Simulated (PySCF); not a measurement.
AlH3, SMILES [AlH3+] (connectivity only; charge and spin as stated), charge +1, multiplicity 2.

Geometry optimised at ωB97X-D3(BJ)/def2-TZVPD.

Calculation: PySCF with TDA-ωB97X/def2-TZVPD.

Vertical excitations. Isolated molecule, no solvent.

```json
[
 {"state": "root 1", "energy (eV)": "3.87", "λ (nm)": "320", "f": "0.024", "main pairs": "β HOMO→LUMO 94 %"},
 {"state": "root 2", "energy (eV)": "5.35", "λ (nm)": "232", "f": "0.000", "main pairs": "α HOMO→LUMO 98 %"},
 {"state": "root 3", "energy (eV)": "6.34", "λ (nm)": "196", "f": "0.000", "main pairs": "α HOMO−1→LUMO 18 %, β HOMO→LUMO+1 79 %"},
 {"state": "root 4", "energy (eV)": "6.35", "λ (nm)": "195", "f": "0.057", "main pairs": "α HOMO→LUMO+1 44 %, β HOMO−1→LUMO 45 %"},
 {"state": "root 5", "energy (eV)": "7.00", "λ (nm)": "177", "f": "0.019", "main pairs": "α HOMO−1→LUMO 79 %, β HOMO→LUMO+1 19 %"},
 {"state": "root 6", "energy (eV)": "7.04", "λ (nm)": "176", "f": "0.075", "main pairs": "α HOMO→LUMO+1 50 %, β HOMO−1→LUMO 43 %"},
 {"state": "root 7", "energy (eV)": "7.10", "λ (nm)": "175", "f": "0.000", "main pairs": "α HOMO−1→LUMO+1 41 %, β HOMO→LUMO+2 51 %"},
 {"state": "root 8", "energy (eV)": "8.05", "λ (nm)": "154", "f": "0.020", "main pairs": "α HOMO→LUMO+2 78 %, α HOMO−1→LUMO+1 12 %, β HOMO−1→LUMO+2 5 %"},
 {"state": "root 9", "energy (eV)": "8.73", "λ (nm)": "142", "f": "0.020", "main pairs": "α HOMO−1→LUMO+2 53 %, β HOMO→LUMO+3 36 %, β HOMO−1→LUMO 6 %"},
 {"state": "root 10", "energy (eV)": "9.24", "λ (nm)": "134", "f": "0.051", "main pairs": "α HOMO−2→LUMO 13 %, β HOMO−1→LUMO+1 76 %"}
]
```
Unrestricted roots are not spin-pure.
